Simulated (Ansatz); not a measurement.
Consider the redistribution: `B[SiH](B)O` + `CC(F)[SiH3]` → `BC(C)F` + `B[SiH](O)[SiH3]`.

Program: Ansatz. Geometries: PBE0-D4/def2-TZVP. ΔE: electronic, gas phase. CCSD(T)/CBS adds triple-zeta CCSD(T) − MP2 to the extrapolated MP2 energy (def2 sets, frozen cores). One conformer a species, not always the lowest.

```csv
species,MP2/def2-QZVPP energy (Eh)
`B[SiH](B)O`,-417.31081
`CC(F)[SiH3]`,-469.05563
`BC(C)F`,-204.16580
`B[SiH](O)[SiH3]`,-682.21592
```

Work out ΔE.

ΔE = (-204.16580) + (-682.21592) − (-417.31081) − (-469.05563) = -0.01528 Eh = -9.6 kcal/mol. CCSD(T)/CBS gives -9.4 kcal/mol.

Largest T1 diagnostic among the species: 0.014.

Leaving LDA and LC-ωPBE aside and taking each functional with its dispersion term where it has one, the values, not all of them listed here, spread over 1.5 kcal/mol, from HSE06-D4 to ωB97M-V.
